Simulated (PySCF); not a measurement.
# Relaxation of singlet As₂H₂

Method: PBE0/[As def2-TZVP, H def2-TZVP], no relativity, density fitting, PySCF. A (50,194) grid was used.

A hand-made trans-bent X-M-M-X start, of C2h symmetry, held to at least that symmetry:

Coordinates in bohr (charge 0 multiplicity 1):
```
As    0.0000    0.0000    2.2866
As    0.0000    0.0000   -2.2866
H     2.3130    0.0000    4.0213
H    -2.3130    0.0000   -4.0213
```

What forces act on the atoms at the start (eV/Å)?


| atom | Fx | Fy | Fz |
| --- | --- | --- | --- |
| As1 | -3.30 | 0.00 | -0.70 |
| As2 | 3.30 | 0.00 | 0.70 |
| H3 | 1.13 | 0.00 | -1.30 |
| H4 | -1.13 | 0.00 | 1.30 |

What does it relax to?

It ends at C2h with As–As 2.234 Å, As–H 1.530 Å (×2); As–As–H 92.4° (×2) (after a last refinement on a finer grid). A frequency run shows a minimum. Other isomers or separated fragments may lie lower.

How much energy is released, and in how many steps?

194.9 kJ/mol in 6 steps.

The relaxation took 7.4 s on 4 threads of a shared Arm Neoverse V2 host, with 108 basis functions and 7 gradients; the process peaked at 0.72 GiB. Launch command: `OMP_NUM_THREADS=4 python axn.py task.json out`.
